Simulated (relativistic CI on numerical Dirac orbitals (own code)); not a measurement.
# Co V: sensitivity of the levels to the model

Base calculation: Dirac-Coulomb-Breit CI, separate exchange-only KLI orbitals for each configuration, a model potential for QED, valence Slater integrals scaled by 0.85, P86 correlation energy added to each configuration.

Configuration list (outside the closed core [Ne]): 3s2 3p6 3d5, 3s2 3p6 3d4 4s, 3s2 3p6 3d4 4p, 3s2 3p5 3d6, 3s2 3p6 3d4 4d, 3s2 3p6 3d4 5s, 3s2 3p6 3d4 5p, 3s2 3p6 3d4 4f, 3s2 3p6 3d4 5d, 3s2 3p6 3d4 6s, 3s2 3p6 3d4 6p, 3s2 3p6 3d3 4s 4p, 3s2 3p6 3d4 5f, 3s2 3p6 3d4 5g, 3s 3p6 3d6, 3s2 3p6 3d4 6d, 3s2 3p6 3d3 4p 4d, 3s2 3p5 3d5 4s, 3s2 3p6 3d3 4s2, 3s2 3p6 3d2 4s2 4p, 3s2 3p6 3d2 4s2 4d, 3s2 3p6 3d2 4s2 5s, 3s2 3p6 3d2 4s2 5p, 3s2 3p6 3d3 4p2, 3s2 3p6 3d2 4s 4p2, 3s2 3p6 3d2 4p3, 3s2 3p6 3d2 4p2 4d, 3s2 3p6 3d2 4p2 5s, 3s2 3p6 3d2 4p2 5p, 3s2 3p6 3d3 4s 4d, 3s2 3p6 3d2 4s 4p 4d, 3s2 3p6 3d2 4s 4d2, 3s2 3p6 3d2 4s 4d 5s, 3s2 3p6 3d2 4s 4d 5p. Double excitations out of closed p, d and f shells are left out; levels of such configurations are missing from the list, as are those of other unlisted configurations, and high levels can miss mixing partners.

Variants: (1) Slater integrals left unscaled; (2) valence Slater integrals scaled by 0.75; (3) Breit term removed; (4) non-relativistic limit. Shifts of the energy above 3s2 3p6 3d5 6S_5/2, in cm⁻¹, for the lowest level and the first level of each name with at least 55 % of one term (blank where a level changes its place among those of its configuration and J or its character, or is not in the variant):

```
              Level     Base     Δ(1)     Δ(2)    Δ(3)    Δ(4)  Measured
 3s2 3p6 3d5 6S_5/2      0.0      0.0      0.0     0.0     0.0       0.0
3s2 3p6 3d5 4G_11/2  35338.0  +6116.7  -4091.6  +174.4  +304.0   37217.5
 3s2 3p6 3d5 4G_9/2  35409.6  +6112.1  -4088.0  +104.4  +232.5          
 3s2 3p6 3d5 4G_5/2  35417.3  +6119.2  -4095.1   -17.6  +224.7          
 3s2 3p6 3d5 4G_7/2  35427.8  +6114.1  -4090.3   +38.8  +214.3          
 3s2 3p6 3d5 4P_5/2  40129.8  +6937.2  -4662.8   -71.6  +531.2   40753.2
 3s2 3p6 3d5 4P_3/2  40277.3  +6922.5  -4650.5   -59.8  +383.7   40890.9
 3s2 3p6 3d5 4P_1/2  40438.6  +6904.5  -4635.4   -26.6  +222.4   41023.8
 3s2 3p6 3d5 4D_7/2  43227.5  +7341.7  -4935.2   +52.4  +238.0   44709.1
 3s2 3p6 3d5 4D_1/2  43443.0  +7318.6  -4915.6    -5.5   +22.5   44907.5
 3s2 3p6 3d5 4D_3/2  43551.6  +7306.1  -4905.4   +44.0   -86.1          
 3s2 3p6 3d5 4D_5/2  43557.8  +7306.3  -4906.2   +80.8   -92.3          
3s2 3p6 3d5 2I_11/2  51029.5  +8932.3  -5958.1  +125.7  +445.4          
3s2 3p6 3d5 2I_13/2  51050.0  +8918.2  -5945.3  +255.2  +424.9
```

At this charge configurations can still be misplaced by up to about 7 % of their energy. 45 of the 46 excited levels that our extract of the measured tables holds in this range could be paired (the sources list more); they are missed by 1659 cm⁻¹ on average and 3001 at most, and levels without a partner can miss by more. Some levels of the ground configuration have no partner and can miss by 10 % or more.

Measured levels: Sugar and Corliss, J. Phys. Chem. Ref. Data 10, 1097 (1981).

Ionisation energy from the two ground configurations alone: base 79.36 eV; Slater integrals left unscaled 79.83 eV; valence Slater integrals scaled by 0.75 79.05 eV; Breit term removed 79.33 eV. The NIST ASD value (semi-empirical) is 79.5 eV.
